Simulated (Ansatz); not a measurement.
Gas-phase reaction (SMILES): OB(O)F [fluoroboronic acid] → [O-]B(O)F + H+; deprotonation at the site shown.

Geometries: B3LYP-D3(BJ)/def2-TZVP minima from Ansatz (a first-principles code), one conformer each, not searched for the lowest. Cores are frozen in the correlated levels unless marked. Spin-orbit coupling is left out. Non-relativistic. Basis-set limits of correlation are two-point, X^-3; Hartree-Fock from the larger set. The bracket is a focal-point correction in the basis named. Anions need diffuse functions, of which def2-TZVPD holds fewer than the aug- sets. Thermal terms are rigid-rotor harmonic-oscillator values from B3LYP-D3(BJ) frequencies (Ansatz) at 298.15 K and 1 atm. 1 Eh = 627.5095 kcal/mol. The proton has no electrons: its energy is zero and its thermal terms are those of translation.

| species | E, RI-MP2/CBS(aug-cc-pVTZ,aug-cc-pVQZ)+[CCSD(T)-MP2]/aug-cc-pVTZ (Ansatz) (Eh) | E, wB97M-V/def2-TZVPD (Ansatz) (Eh) | H - E (Eh) | G - E (Eh) |
|---|---|---|---|---|
| OB(O)F | -276.31349 | -276.56989 | 0.04166 | 0.01034 |
| [O-]B(O)F | -275.73836 | -275.99986 | 0.02871 | -0.00222 |
| H+ | 0.00000 | 0.00000 | 0.00236 | -0.01000 |

Q: Work out ΔE and ΔH, ΔG, ΔS and the equilibrium constant at 298.15 K at the first level, then ΔH at the second.

A: 
1. ΔE = [(-275.73836) + (0.00000)] - [(-276.31349)] = 0.57513 Eh = 360.9 kcal/mol at RI-MP2/CBS(aug-cc-pVTZ,aug-cc-pVQZ)+[CCSD(T)-MP2]/aug-cc-pVTZ.
2. The terms H - E add up to -0.01059 Eh, so ΔH = (0.57513 + (-0.01059))×627.5095 = 354.3 kcal/mol.
3. The terms G - E add up to -0.02256 Eh, so ΔG = 346.7 kcal/mol, and ΔS = (-0.01059 - (-0.02256))×627509.5/298.15 = 25.2 cal/(mol K).
4. log10 K = -ΔG/(RT ln 10) = -254.1, with RT ln 10 = 1.3642 kcal/mol.
5. At wB97M-V/def2-TZVPD the same steps give ΔE = 357.7 and ΔH = 351.1 kcal/mol, a shift of -3.2 from the first level.
6. These values are not checked against measurement here, since the tables used lack a sound gas-phase enthalpy of formation for at least one species, or one in the same ion convention.
